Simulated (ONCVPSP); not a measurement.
What one change does to a pseudopotential (Ga, ONCV)

ONCVPSP 4.0.1 input, shortened (lines: element, Z, core and valence counts, functional; n l f; lmax; l rc ep ncon nbas qcut; lloc lpopt rc5 dvloc0; l nproj debl; icmod fcfact rcfact), PBE, scalar-relativistic:

```
  Ga 31.00    3    5        4      upf
    1    0    2.00
    2    0    2.00
    2    1    6.00
    3    0    2.00
    3    1    6.00
    3    2   10.00
    4    0    2.00
    4    1    1.00
    2
    0    1.05    0.00    3    8    9.40
    1    1.05    0.00    4    8   15.90
    2    0.85    0.00    4    9   15.40
    4    5    0.65    0.00
    0    2    2.50
    1    3    2.20
    2    2    0.60
    1    0.75    0.00
```

In the d channel the program set the typed energies aside and used -0.704, 0.250 Ha.

Change: s: qcut 8.8; p: qcut 14.9; d: qcut 14.4.

Cutoffs: the cutoffs (Ha) at which the residual kinetic energy of the hardest occupied pseudo-wave falls to 1 and 0.1 mHa per electron; they do not see the model core or the augmentation charge, which bear on the density cutoff. Errors are all-electron minus pseudo energies relative to the spin-unpolarised reference configuration.

Q: What does the change do?

A: The potential gets neither clearly harder nor softer (110 Ha and 231 Ha → 108 Ha and 400 Ha); the d channel sets the loose cutoff, while the largest relative change is in s, which becomes softer; of the 3 tests that both files solve, the error grows in 1 and shrinks in 0 by more than 15 % and 0.3 meV (median size 1.3 → 1.3 meV); neither file shows a bound ghost.

```csv
quantity,base,changed
"cutoff, loose",110 Ha,108 Ha
"cutoff, tight",231 Ha,400 Ha
loose cutoff by channel,"s 32 Ha, p 60 Ha, d 110 Ha","s 26 Ha, p 59 Ha, d 108 Ha"
bound ghosts,none,none
GHOST(+) flags under 300 eV,none,none
tests with a reliable result,3 of 4,3 of 4
"error for 3s2 3p6 3d10 4s2 4p0, meV [ΔE 5.69 eV]",-0.3,-0.3
"error for 3s2 3p6 3d10 4s1 4p0, meV [ΔE 26.82 eV]",-1.3,-1.3
"error for 3s2 3p6 3d9 4s2 4p1, meV [ΔE 27.70 eV]",+13,+15
s: phases at 1.06 bohr within 0.05 rad from the reference energy up to (Ha; the scan ends near 5),to the end of the scan,to the end of the scan
p: phases at 1.06 bohr within 0.05 rad from the reference energy up to (Ha; the scan ends near 5),to the end of the scan,to the end of the scan
d: phases at 0.86 bohr within 0.05 rad from the reference energy up to (Ha; the scan ends near 5),to the end of the scan,to the end of the scan
"rms error of d²Exc/dni dnj with the model core, mHa",1.66,1.69
```
